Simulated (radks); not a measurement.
Removal energies from the scandium ion Sc12+, [He] 2s2 2p(1/2: 2, 3/2: 3), by Delta-SCF beside the eigenvalue of the level emptied. All-electron calculation, Dirac Kohn-Sham, PBE, spin-unpolarised, spherical densities, finite nucleus; Fermi nuclear charge, rms radius of each element as measured or else 0.836 A^(1/3) + 0.57 fm. Program: a radial shooting solver on a logarithmic mesh with Libxc functionals. Sub-shells are occupied by j as written (lower j first in brackets).

removed from          final configuration  Delta-SCF (eV)  -eigenvalue (eV)
2p3/2         [He] 2s2 2p(1/2: 2, 3/2: 2)          762.41            724.58
2p1/2         [He] 2s2 2p(1/2: 1, 3/2: 3)          767.77            729.67
2s1/2         [He] 2s1 2p(1/2: 2, 3/2: 3)          838.83            805.33
1s1/2          1s1 2s2 2p(1/2: 2, 3/2: 3)          4917.0            4776.0
